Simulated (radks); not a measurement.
Values are calculated unless marked as measured or tabulated.
Species: Yb IV. Configuration: [Xe] 4f12 6f1 (not the ground configuration). Level of theory: Dirac Kohn-Sham, LDA (Slater exchange, Perdew-Wang correlation), spin-unpolarised, spherical densities, finite nucleus; open shells fill j = l - 1/2 first; Fermi nuclear charge, rms radius 5.3108 fm (a radial shooting solver on a logarithmic mesh with Libxc functionals).

Unscreened Slater integrals over Kohn-Sham orbitals (eV). Large and small components are both included. Empty in this configuration: 6f7/2.

F0(6f5/2,6f5/2): 3.3367
F2(6f5/2,6f5/2): 1.6843
F4(6f5/2,6f5/2): 1.1639
F0(6f5/2,4f7/2): 4.9661
F2(6f5/2,4f7/2): 0.39668
F4(6f5/2,4f7/2): 0.15907
G2(6f5/2,4f7/2): 0.15359
G4(6f5/2,4f7/2): 0.11038
G6(6f5/2,4f7/2): 0.083082
F0(6f5/2,4f5/2): 4.9690
F2(6f5/2,4f5/2): 0.39141
F4(6f5/2,4f5/2): 0.15702
G0(6f5/2,4f5/2): 0.15548
G2(6f5/2,4f5/2): 0.15359
G4(6f5/2,4f5/2): 0.11003
F0(6f5/2,5p3/2): 4.8103
F2(6f5/2,5p3/2): 0.80524
G2(6f5/2,5p3/2): 0.35502
G4(6f5/2,5p3/2): 0.24613
F0(6f5/2,6f7/2): 3.3338
F2(6f5/2,6f7/2): 1.6821
F4(6f5/2,6f7/2): 1.1622
G2(6f5/2,6f7/2): 1.6819
G4(6f5/2,6f7/2): 1.1622
G6(6f5/2,6f7/2): 0.89113
F0(4f7/2,4f7/2): 35.924
F2(4f7/2,4f7/2): 17.062
F4(4f7/2,4f7/2): 10.700
F6(4f7/2,4f7/2): 7.6966
F0(4f7/2,4f5/2): 36.188
F2(4f7/2,4f5/2): 17.195
F4(4f7/2,4f5/2): 10.786
G2(4f7/2,4f5/2): 17.142
G4(4f7/2,4f5/2): 10.754
G6(4f7/2,4f5/2): 7.7362
F0(4f7/2,5p3/2): 21.627
F2(4f7/2,5p3/2): 7.1197
G2(4f7/2,5p3/2): 3.4074
G4(4f7/2,5p3/2): 2.6908
F0(4f7/2,6f7/2): 4.9638
F2(4f7/2,6f7/2): 0.39953
F4(4f7/2,6f7/2): 0.16159
F6(4f7/2,6f7/2): 0.10200
G0(4f7/2,6f7/2): 0.16093
G2(4f7/2,6f7/2): 0.15892
G4(4f7/2,6f7/2): 0.11382
G6(4f7/2,6f7/2): 0.085578
F0(4f5/2,4f5/2): 36.456
F2(4f5/2,4f5/2): 17.333
F4(4f5/2,4f5/2): 10.875
F0(4f5/2,5p3/2): 21.684
F2(4f5/2,5p3/2): 7.0514
G2(4f5/2,5p3/2): 3.3110
G4(4f5/2,5p3/2): 2.6262
F0(4f5/2,6f7/2): 4.9668
F2(4f5/2,6f7/2): 0.39438
F4(4f5/2,6f7/2): 0.15963
G2(4f5/2,6f7/2): 0.15807
G4(4f5/2,6f7/2): 0.11291
G6(4f5/2,6f7/2): 0.084833
F0(5p3/2,5p3/2): 17.844
F2(5p3/2,5p3/2): 9.6505
F0(5p3/2,6f7/2): 4.8037
F2(5p3/2,6f7/2): 0.79903
G2(5p3/2,6f7/2): 0.34386
G4(5p3/2,6f7/2): 0.23919
F0(6f7/2,6f7/2): 3.3308
F2(6f7/2,6f7/2): 1.6798
F4(6f7/2,6f7/2): 1.1606
F6(6f7/2,6f7/2): 0.88996
